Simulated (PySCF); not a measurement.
Computed shifts of a molecule C3H10OSi, PBE/pcSseg-1 (PySCF), GIAO, gas phase, equivalent atoms averaged, in ppm (number of nuclei): ¹³C: 70.8 (1), 34.8 (2). ²⁹Si: -54.0 (1). ¹H: 4.24 (3), 1.64 (6), -0.21 (1). References: ¹³C against TMS (σ = 182.0 ppm); ¹⁷O against H2O (σ = 334.3 ppm); ²⁹Si against TMS (σ = 335.4 ppm); ¹H against TMS (σ = 31.49 ppm), references at their B3LYP-D3(BJ)/def2-TZVP geometries, non-relativistic. The structure is a stationary point at B3LYP-D3(BJ)/def2-SVP. One conformer was computed; it need not be the lowest.

Identify the compound among the candidates.
(A) C[C@@H](O)C[SiH3]
(B) CC[SiH2]OC
(C) C[SiH2]CCO
(D) CC(C)(O)[SiH3]

D, CC(C)(O)[SiH3]
